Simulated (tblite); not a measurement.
Compound: C7H13P.
Structure used (GFN2-xTB), in Å, numbered top down from 1:
```xyz
21
C7H13P angstrom
C     -2.853   -0.704    1.124
C     -1.805   -0.756    0.321
C     -1.185    0.432   -0.317
P     -1.000    0.165   -2.194
C      0.702   -0.180   -1.489
C      0.355    0.533   -0.174
C      0.959   -0.044    1.100
C      2.464    0.189    1.165
H     -3.320    0.231    1.385
H     -3.288   -1.591    1.552
H     -1.361   -1.712    0.071
H     -1.729    1.336   -0.034
H     -0.730    1.525   -2.437
H      1.548    0.210   -2.053
H      0.837   -1.254   -1.349
H      0.640    1.588   -0.248
H      0.756   -1.115    1.153
H      0.476    0.426    1.961
H      2.876   -0.240    2.075
H      2.689    1.254    1.157
H      2.959   -0.273    0.314
```

Calculated harmonic vibrations of the isolated species, GFN2-xTB (tblite), most abundant isotopes, no scaling. This tight-binding method is rough: wavenumbers can miss measured ones by several per cent, in bad cases by 10 to 20. Modes of hydrogen on phosphorus can be 10 to 20 % off. One conformer, not necessarily the lowest.

Harmonic wavenumbers (cm⁻¹): 62.3, 81.1, 106.7, 166.2, 209.2, 243.8, 278.7, 352.8, 391.8, 427.8, 547.3, 661.7, 706.1, 726.3, 762.5, 815.8, 818.3, 864.4, 888.2, 923.1, 950.8, 999.4, 1016.9, 1020.3, 1040.1, 1082.0, 1088.2, 1137.5, 1149.8, 1174.9, 1191.1, 1242.9, 1251.4, 1268.8, 1305.5, 1310.9, 1354.8, 1414.3, 1417.9, 1449.0, 1492.0, 1505.2, 1506.6, 1702.5, 2212.4, 2924.4, 2945.8, 2965.3, 2970.1, 2989.1, 2992.0, 3029.2, 3033.9, 3040.2, 3046.7, 3097.2, 3125.9.

A = 2007, B = 1383, C = 896.1 MHz; mass 128.075 u (most abundant isotopes); point group C1, symmetry number 1.

Question: What is the zero-point energy?

Answer: ½Σν̃ = 39240 cm⁻¹ = 112.19 kcal/mol.

Question: Entropy at 400 K, 1 bar (ideal gas, RRHO, classical rotation)?

Answer: Translation 41.94, rotation 30.12, vibration 36.34: S = 108.4 cal/(mol K).

Question: And Cp and H(400 K) − H(0)?

Answer: Cp = 49.02 cal/(mol K), of which vibrations give 41.07 (their classical limit is 57 R = 113.3); H(400 K) − H(0) = 11.00 kcal/mol without the zero-point energy, 7.82 from vibrations.

Question: Which modes carry the vibrational entropy at 400 K?

Answer: 62.3 cm⁻¹: 4.96; 81.1 cm⁻¹: 4.44; 106.7 cm⁻¹: 3.90; 166.2 cm⁻¹: 3.04; 209.2 cm⁻¹: 2.60; 243.8 cm⁻¹: 2.31 cal/(mol K); the other 51 give 15.08 together.

Question: How do the functions run with temperature in this model?

Answer: 
```tsv
T (K)	S (cal/(mol K))	Cp (cal/(mol K))	H − H(0) (kcal/mol)	G − H(0) (kcal/mol)	ln q(vib)
150	76.1	22.1	2.23	-9.19	2.49
250	89.7	32.0	4.92	-17.50	4.83
298.15	95.8	37.5	6.59	-21.96	5.97
600	131.9	67.2	22.74	-56.43	13.44
900	162.8	84.8	45.76	-100.78	20.84
```

q(vib) and H(0) count from the zero-point level.

Hindered rotation and anharmonicity are outside this model. Other conformers, if any are populated, would add a mixing term that is left out. The structure is chiral; the term R ln 2 for an equal mix with its mirror image is left out.

Hardware: one thread, Arm Neoverse V2, no GPU (shared host). This covers the Hessian and the dipole derivatives.
